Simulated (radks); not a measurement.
Results of a calculation; reference values are marked as such.
Species: P2+. Configuration: [He] 2s2 2p5 3s2 3p1 4p1 (not the ground configuration). Code: a radial shooting solver on a logarithmic mesh with Libxc functionals. Model: scalar-relativistic Kohn-Sham, PBE, spin-unpolarised, spherical densities, finite nucleus; Fermi nuclear charge, rms radius 3.1889 fm.

Normalised radial functions P(r) = r R(r), r in bohr:

r	3s	4s	4p
0.01249	0.1179	0.0520	0.0025
0.01863	0.1591	0.0702	0.0053
0.02758	0.2028	0.0895	0.0108
0.04114	0.2386	0.1052	0.0218
0.06089	0.2413	0.1063	0.0412
0.09083	0.1750	0.0767	0.0737
0.1344	0.0121	0.0044	0.1183
0.2005	-0.2353	-0.1049	0.1646
0.2968	-0.4345	-0.1904	0.1778
0.4428	-0.3741	-0.1548	0.1077
0.6553	0.0599	0.0498	-0.0639
0.9775	0.6499	0.2919	-0.2614
1.447	0.8895	0.2599	-0.2784
2.158	0.5788	-0.1739	0.0428
3.194	0.1763	-0.5656	0.4600
4.765	0.0201	-0.4770	0.5253
7.052	0.0006	-0.1397	0.2124
10.52	0.0000	-0.0106	0.0248

3s: eigenvalue -43.513 eV, 2 radial nodes at r = 0.137, 0.629 bohr, <r> = 1.58 bohr, 90 % of the charge inside 2.34 bohr. 4s (empty): eigenvalue -14.113 eV, 3 radial nodes at r = 0.137, 0.607, 1.89 bohr, <r> = 3.88 bohr, 90 % of the charge inside 5.52 bohr. 4p: eigenvalue -11.392 eV, 2 radial nodes at r = 0.578, 2.08 bohr, <r> = 4.34 bohr, 90 % of the charge inside 6.20 bohr.
